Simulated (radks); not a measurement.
Question: Pb-, configuration [Hg] 6p3. Calculated with a radial shooting solver on a logarithmic mesh with Libxc functionals: scalar-relativistic Kohn-Sham, LDA (Slater exchange, Perdew-Wang correlation), spin-polarised, spherical densities, point nucleus; open shells are filled with parallel spins first (spin-orbit coupling, left out, can overturn this in heavy ions); hard spherical wall at 2.5 bohr. Some entries of the table are withheld. Estimate them.

| orbital | occ. | eigenvalue (hartree) | <1/r> (bohr^-1) | <r> (bohr) |
|---|---|---|---|---|
| 1s up | 1 | -3234.367 | 101.4 | 0.01605 |
| 1s down | 1 | -3234.357 | 101.4 | 0.01605 |
| 2s up | 1 | -576.8603 | 23.80 | 0.06763 |
| 2s down | 1 | -576.8552 | 23.80 | 0.06763 |
| 2p up | 3 | -494.6282 | 20.90 | 0.06145 |
| 2p down | 3 | -494.6211 | 20.90 | 0.06145 |
| 3s up | 1 | -136.9441 | 8.815 | 0.1747 |
| 3s down | 1 | -136.9381 | 8.815 | 0.1747 |
| 3p up | 3 | -113.3748 | 7.974 | 0.1766 |
| 3p down | 3 | -113.3681 | 7.974 | 0.1766 |
| 3d up | 5 | -89.31220 | 7.486 | 0.1600 |
| 3d down | 5 | -89.30591 | 7.486 | 0.1600 |
| 4s up | 1 | -29.46317 | 3.797 | 0.3847 |
| 4s down | 1 | -29.45336 | 3.797 | 0.3847 |
| 4p up | 3 | -21.74433 | 3.410 | 0.4107 |
| 4p down | 3 | -21.73376 | 3.410 | 0.4106 |
| 4d up | 5 | -12.81451 | 3.064 | 0.4321 |
| 4d down | 5 | -12.80275 | 3.065 | 0.4319 |
| 5s up | 1 | -3.52469 | 1.576 | 0.8650 |
| 5s down | 1 | -3.49794 | 1.577 | 0.8647 |
| 4f up | 7 | -2.95314 | 2.663 | 0.4572 |
| 4f down | 7 | -2.93990 | 2.664 | 0.4569 |
| 5p up | 3 | -1.44204 | 1.334 | 0.9971 |
| 5p down | 3 | -1.41354 | 1.336 | 0.9949 |
| 5d up | 5 | 0.87425 | 1.028 | 1.234 |
| 5d down | 5 | 0.91542 | 1.035 | 1.226 |
| 6s up | 1 | 1.62828 | 0.8441 | 1.561 |
| 6s down | 1 | 1.70787 | 0.8481 | 1.557 |
| 6p up | 3 | 2.54130 | (1) | 1.573 |
| 6p down | 0 | 2.62497 | (2) | 1.572 |
| 5f up | 0 | 2.94902 | 0.7912 | 1.508 |
| 5f down | 0 | 3.01488 | 0.7978 | 1.500 |
| 6d up | 0 | 4.09296 | 0.9604 | 1.502 |
| 6d down | 0 | 4.16855 | 0.9549 | 1.507 |
| 7s up | 0 | 6.54006 | 1.011 | (3) |
| 7s down | 0 | 6.59697 | 1.010 | (4) |

Answer: 
(1) 6p up <1/r> (bohr^-1): 0.8697
(2) 6p down <1/r> (bohr^-1): 0.8700
(3) 7s up <r> (bohr): 1.504
(4) 7s down <r> (bohr): 1.506
